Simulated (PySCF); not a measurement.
## Electron correlation in Sb²⁺ (antimony, charge +2)

[Kr] 4d10 5s2 5p1, 2P determinant. Computed with PySCF 2.14 in cc-pVDZ-PP with ECP28MDF, with scalar relativity through the core potential. Frozen: 4s2 4p6 4d10; 3 electrons correlated.

MP2 pair energies summed by pair of shells (mhartree):

```csv
pair,energy,share (%)
5s-5s,-16.21,58.7
5s-5p,-11.42,41.3
```

Total MP2 correlation energy: -27.63 mhartree.

Same-spin part -1.83 and opposite-spin part -25.81 mhartree; SCS-MP2 scales them by 1/3 and 6/5 to -31.58 mhartree.

```csv
level,correlation energy (mhartree)
CCSD,-40.83
(T),-0.32
CCSD(T),-41.15
```

Diagnostics: T1 = 0.0079, D1 = 0.0192, largest double amplitude 0.097.

**Question.** Is a single reference adequate?

**Answer.** Mostly. T1 lies below 0.03, but a double amplitude of this size points to a near-degeneracy that CCSD handles and MP2 describes poorly.
